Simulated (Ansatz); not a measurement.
Compare A (`O/C=C/[SiH2]O`) with its isomer B (`O=CC(O)[SiH3]`).

Computed with Ansatz on PBE0-D4/def2-TZVP structures; ΔE is electronic, products minus reactants. CBS: MP2 limit from def2 TZ/QZ plus the TZ coupled-cluster correction, frozen cores. DFT in def2-TZVPP. B3LYP here is the variant with VWN-RPA as its local correlation; programs differ in this. One conformer a species, not always the lowest.

Task: Which is lower in electronic energy at CCSD(T)/CBS, and by how much? (An estimate is asked.)

Result: Computed: A, by 37.7 kcal/mol.

Task: Give E(B) − E(A) in kcal/mol with CCSD/def2-TZVPP, PBE-D4, B3LYP-D4, MP2/def2-TZVPP, HF/def2-TZVPP, PBE0-D4, B3LYP. (Estimate.)

Result: The calculation gave: CCSD/def2-TZVPP 36.8, PBE-D4 32.1, B3LYP-D4 35.4, MP2/def2-TZVPP 38.2, HF/def2-TZVPP 38.2, PBE0-D4 34.5, B3LYP 35.8. None reverses the order clearly.

Largest T1 diagnostic: 0.015.

From PBE to PBE0 (25 % exact exchange), in def2-TZVPP and without D4, E(B) − E(A) moves by +2.4 kcal/mol.
